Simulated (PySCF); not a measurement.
Excitation energy of F²⁺ by level of theory

F²⁺ [He] 2s2 2p3 (4S) → F²⁺ [He] 2s2 2p2 3s1, s spin flipped, as a difference of total energies. Calculation: PySCF 2.14, in aug-cc-pVTZ (5s4p3d2f, 46 functions); no relativity, point nucleus. Correlated levels: valence: 1s2 frozen. The calculations carry no spin-orbit coupling.

```
           method  excitation energy (eV)
              UHF                  40.036
    MP2 (valence)                  40.288
SCS-MP2 (valence)                  40.051
```

Question: How much does correlation contribute at MP2 (valence)?

Answer: 40.288 − (40.036) = 0.252 eV, measured against UHF.

The upper determinant mixes two multiplicities, so it lies between the two terms.

The promoted electron is Rydberg-like, and one or two diffuse shells describe it only roughly, which tends to raise the upper state.

The coupled-cluster amplitudes are large for the upper state (T1 above 0.03 or a double amplitude above 0.15), so a single reference is strained.
